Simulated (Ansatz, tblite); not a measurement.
Removing and adding an electron: the cluster CoSi₃. Charge 0, multiplicity 2. Geometry: PBE-D4/def2-SVP. Ansatz, gas phase; energy differences of separate SCF runs; the oxidised species is a triplet (the singlet lies 0.83 eV higher at PBE0-D4/def2-TZVP); the reduced species is a triplet (the singlet lies 0.85 eV higher at PBE0-D4/def2-TZVPD).

```xyz
4

Co   -1.057   -0.132   -0.463
Si   -0.737    1.154    1.236
Si    1.141    0.143    0.500
Si    0.652   -1.165   -1.273
```

The xTB rows come from tblite. The structure comes from a short search, and lower isomers may exist.

```json
{"level": "GFN1-xTB", "−HOMO (eV)": "–", "vertical IE (eV)": "11.58", "−LUMO (eV)": "–", "vertical EA (eV)": "6.19", "HOMO–LUMO gap (eV)": "–", "IE − EA (eV)": "5.38", "remarks": "–"}
{"level": "PBE-D4/def2-TZVP", "−HOMO (eV)": "4.89", "vertical IE (eV)": "7.60", "−LUMO (eV)": "3.83", "vertical EA (eV)": "–", "HOMO–LUMO gap (eV)": "1.06", "IE − EA (eV)": "–", "remarks": "–"}
{"level": "r2SCAN-D4/def2-TZVPD", "−HOMO (eV)": "5.32", "vertical IE (eV)": "–", "−LUMO (eV)": "3.79", "vertical EA (eV)": "1.87", "HOMO–LUMO gap (eV)": "1.53", "IE − EA (eV)": "–", "remarks": "HOMO above zero (-1 triplet), spin-contaminated (⟨S²⟩ 0.94) (doublet), spin-contaminated (⟨S²⟩ 2.26) (-1 triplet)"}
```

Q: Estimate the rows for GFN2-xTB, PBE-D4/def2-TZVPD, r2SCAN-D4/def2-TZVP.

A: 
```csv
level,−HOMO (eV),vertical IE (eV),−LUMO (eV),vertical EA (eV),HOMO–LUMO gap (eV),IE − EA (eV),remarks
GFN2-xTB,–,10.11,–,3.20,–,6.91,–
PBE-D4/def2-TZVPD,4.92,–,3.86,1.74,1.06,–,HOMO above zero (-1 triplet)
r2SCAN-D4/def2-TZVP,5.31,7.62,3.77,–,1.53,–,"spin-contaminated (⟨S²⟩ 0.94) (doublet), spin-contaminated (⟨S²⟩ 2.13) (+1 triplet)"
```

Run but left out: PBE0-D4/def2-TZVP, PBE0-D4/def2-TZVPD (doublet: ⟨S²⟩ 1.07, where a pure state has 0.75).   A HOMO above zero means that the electron is unbound at that level or that self-interaction error raises the level; the energy of removing that electron tells which. HOMO and LUMO are the levels of the spin that leaves or enters (xTB has no such levels and no spin-polarisation term). Other spin states of the ions may lie lower, which would lower the ionisation energy or raise the affinity. Raw xTB energy differences between charge states are shifted by several eV; the methods need an empirical correction for them.
